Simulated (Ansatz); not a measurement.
Ansatz (an electronic-structure program) input:

Ansatz 0.2 input:
```yaml
crystal:
  periodic: [false, false, false]
  atoms:
    - {symbol: Ta, position_ang: [-0.15800628, 0.32430224, 0.03407163]}
    - {symbol: O, position_ang: [0.21375173, 0.90171318, -1.53609472]}
    - {symbol: Cl, position_ang: [0.57790853, -1.81692759, 0.57656051]}
basis:
  gaussian:
    orbitals: def2-TZVP
hamiltonian:
  xc: b3lyp
  dispersion: d3bj
magnetization: {spin_polarized: true, initial_magnetization: 2}
phonons: {temperatures: {t_min: 298.15, t_max: 298.15, t_step: 100}}
```

### Question
Which total energy does the run end on?

### Answer
-592.57673 Eh (B3LYP-D3(BJ)/def2-TZVP). The basis has 108 functions.

This is an excited triplet: at this geometry the singlet lies 0.05 eV lower at RI-MP2/CBS(def2-TZVPPD,def2-QZVPPD)+[CCSD(T)-MP2]/def2-TZVPPD.
